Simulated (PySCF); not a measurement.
**Calculated NMR parameters of [SiH3]P1C=CCC=C1**

- Formula: C5H9PSi
- SMILES: [SiH3]P1C=CCC=C1
- Point group of the computed structure: Cs
- Carbon signals: 3
- Proton signals: 4

Molfile (atoms numbered from 1):
```
C5H9PSi
     RDKit          3D

 16 16  0  0  0  0  0  0  0  0999 V2000
    2.6850    0.1139   -0.1428 Si  0  0  0  0  0  4  0  0  0  0  0  0
    0.7290   -0.0116   -1.2323 P   0  0  0  0  0  0  0  0  0  0  0  0
   -0.1391    1.3355   -0.4012 C   0  0  0  0  0  0  0  0  0  0  0  0
   -1.3269    1.2000    0.1734 C   0  0  0  0  0  0  0  0  0  0  0  0
   -2.1001   -0.0837    0.2324 C   0  0  0  0  0  0  0  0  0  0  0  0
   -1.2165   -1.2951    0.2639 C   0  0  0  0  0  0  0  0  0  0  0  0
   -0.0194   -1.3662   -0.3028 C   0  0  0  0  0  0  0  0  0  0  0  0
    2.5710    0.1618    1.3177 H   0  0  0  0  0  0  0  0  0  0  0  0
    3.4536   -1.0697   -0.5285 H   0  0  0  0  0  0  0  0  0  0  0  0
    3.3483    1.3292   -0.6156 H   0  0  0  0  0  0  0  0  0  0  0  0
    0.3599    2.2959   -0.4289 H   0  0  0  0  0  0  0  0  0  0  0  0
   -1.7974    2.0514    0.6494 H   0  0  0  0  0  0  0  0  0  0  0  0
   -2.7560   -0.1446   -0.6462 H   0  0  0  0  0  0  0  0  0  0  0  0
   -2.7491   -0.0807    1.1125 H   0  0  0  0  0  0  0  0  0  0  0  0
   -1.6117   -2.1484    0.8012 H   0  0  0  0  0  0  0  0  0  0  0  0
    0.5620   -2.2786   -0.2637 H   0  0  0  0  0  0  0  0  0  0  0  0
  1  2  1  0
  2  3  1  0
  3  4  2  0
  4  5  1  0
  5  6  1  0
  6  7  2  0
  7  2  1  0
  1  8  1  0
  1  9  1  0
  1 10  1  0
  3 11  1  0
  4 12  1  0
  5 13  1  0
  5 14  1  0
  6 15  1  0
  7 16  1  0
M  END
```

Equivalent nuclei averaged, a single conformation, no relativistic terms, gas phase. Geometry: GFN2-xTB; shieldings: GIAO PBE0/pcSseg-1; PySCF.

Scale: $^{1}$H and $^{13}$C and $^{29}$Si against TMS; $^{31}$P against H3PO4 (reference shieldings calculated alike).

```tsv
carbon	δC, type	δH (multiplicity)	HMBC from (2–3 bonds)	span of the C tensor (ppm)
C3/C7	129.7, CH	6.17 (m)	H12/H15, H11/H16, H8/H9/H10, H13/H14	219
C4/C6	133.8, CH	6.27 (m)	H12/H15, H11/H16, H13/H14	228
C5	32.3, CH2	3.06 (m)	H12/H15, H11/H16	29
```

Other nuclei:
| atoms | nucleus | environment | δ (ppm) | σ (ppm) |
| --- | --- | --- | --- | --- |
| H8/H9/H10 | $^{1}$H | hydrogen on a silicon bonded to P | 3.93 | 27.79 |
| P2 | $^{31}$P | phosphorus bonded to 2 C, Si, in a 6-membered ring | -140.8 | 459.2 |
| Si1 | $^{29}$Si | silicon bonded to P, 3 H | -78.4 | 427.6 |

- δC 133.8, 129.7: alkene CH; an sp2 carbon of a C=C bond.
- δC 32.3: allylic sp3 CH2; aliphatic region, no heteroatom directly attached.
- δH 6.27, 6.17: hydrogen on an alkene CH; olefinic region.
- δH 3.93: hydrogen on a silicon bonded to P.
- δH 3.06: hydrogen on an allylic sp3 CH2; allylic position.

Splittings by $^{31}$P in the carbon and heteronuclear signals aren't shown, as no couplings were computed. Shifts are as computed. Against solution values, carbons near 30 ppm lie about +3 ppm off and those near 130 ppm about +5 ppm. Of 1211 compounds with measured shifts, 218 miss one by over three times the rms of a fit or turn the order of signals round; such compounds aren't used in these exercises. Experimental scales use liquid or dissolved standards, which lie at an offset from isolated H3PO4. No couplings were computed; multiplicities are counted from neighbouring protons, with m where these are inequivalent, close in shift, in a saturated or five-membered ring or joined by F or P, and br s for small geminal =CH2 splittings.
